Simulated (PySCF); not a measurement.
C₄H₆F₂, SMILES F[C@H]1CC[C@@H]1F.

Coordinates come from a PBE0-D3(BJ)/def2-SVP optimisation. The structure was generated by enumeration; whether it is a known compound was not checked.

The numbers are results of PBE0-D3(BJ)/def2-SVP run with PySCF, not measurements.

No scaling factor is applied to the harmonic values.

| mode | ν (cm⁻¹) | IR (km/mol) | Raman (Å⁴/amu) | depolarisation | moving atoms (share of kinetic energy) |
|---|---|---|---|---|---|
| 1 | 162 | 1.4 | 0.1 | 0.20 | C 39 %, H 34 %, F 27 % |
| 2 | 275 | 2.6 | 0.8 | 0.72 | F 77 %, C 15 % |
| 3 | 342 | 11.9 | 0.1 | 0.75 | C 47 %, F 29 %, H 23 % |
| 4 | 440 | 0.5 | 0.3 | 0.75 | C 43 %, F 33 %, H 25 % |
| 5 | 530 | 9.8 | 1.6 | 0.29 | F 38 %, H 31 %, C 30 % |
| 6 | 603 | 5.5 | 2.3 | 0.75 | C 48 %, H 28 %, F 24 % |
| 7 | 803 | 4.2 | 1.1 | 0.75 | H 76 %, C 21 % |
| 8 | 827 | 7.3 | 10.1 | 0.29 | H 47 %, C 36 %, F 17 % |
| 9 | 940 | 3.0 | 0.3 | 0.75 | H 73 %, C 27 % |
| 10 | 957 | 2.2 | 11.1 | 0.42 | C 58 %, H 40 % |
| 11 | 1055 | 6.3 | 2.6 | 0.22 | C 60 %, H 40 % |
| 12 | 1115 | 6.6 | 2.6 | 0.75 | C 51 %, H 47 % |
| 13 | 1141 | 0.1 | 4.8 | 0.03 | C 72 %, H 27 % |
| 14 | 1156 | 120.7 | 4.6 | 0.75 | C 53 %, F 26 %, H 21 % |
| 15 | 1201 | 7.3 | 4.2 | 0.74 | H 66 %, C 34 % |
| 16 | 1204 | 53.6 | 7.4 | 0.40 | H 42 %, C 41 %, F 17 % |
| 17 | 1234 | 17.8 | 3.5 | 0.70 | H 75 %, C 22 % |
| 18 | 1247 | 1.0 | 4.4 | 0.75 | H 69 %, C 30 % |
| 19 | 1273 | 20.9 | 0.2 | 0.75 | H 62 %, C 33 % |
| 20 | 1290 | 2.8 | 0.9 | 0.65 | H 60 %, C 38 % |
| 21 | 1384 | 27.9 | 7.9 | 0.75 | H 66 %, C 33 % |
| 22 | 1432 | 20.0 | 6.4 | 0.42 | H 69 %, C 30 % |
| 23 | 1452 | 3.8 | 12.6 | 0.75 | H 91 %, C 8 % |
| 24 | 1492 | 52.1 | 7.1 | 0.73 | H 69 %, C 30 % |
| 25 | 3084 | 2.0 | 141.2 | 0.22 | H 92 % |
| 26 | 3092 | 22.6 | 23.0 | 0.75 | H 92 % |
| 27 | 3103 | 4.3 | 198.1 | 0.05 | H 94 % |
| 28 | 3104 | 29.3 | 38.4 | 0.75 | H 94 % |
| 29 | 3173 | 5.6 | 87.5 | 0.56 | H 90 %, C 10 % |
| 30 | 3180 | 13.9 | 53.9 | 0.75 | H 90 %, C 10 % |
